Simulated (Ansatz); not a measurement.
Basis-set extrapolation for AlCl2HS (`[SH][Al]([Cl])[Cl]`) (PBE0-D4/def2-TZVP geometry, frozen core, Ansatz 0.2.0). Multiplicity 1, RHF reference.

```csv
,def2-TZVPP,def2-QZVPP
HF,-1559.282035,-1559.325457
MP2 correlation,-0.619101,-0.681221
CCSD(T) correlation,-0.699646,not run
```

Energies in hartree. Use E(X) = E(∞) + A·exp(−7.88·√X) for Hartree–Fock and E(X) = E(∞) + B·X^(−2.97) for correlation, with X = 3 and 4, and add CCSD(T) minus MP2 of the smaller set to the MP2 limit.

What is the CCSD(T) energy at the basis-set limit?

HF limit: -1559.325457 + (-0.043422) × 0.13774 = -1559.33144. MP2 limit: -0.681221 + (-0.062120) × 0.74074 = -0.72724. Higher-order term: -0.699646 − (-0.619101) = -0.08054. Total: -1560.13922 hartree, 98.9 kcal/mol below CCSD(T)/def2-TZVPP.
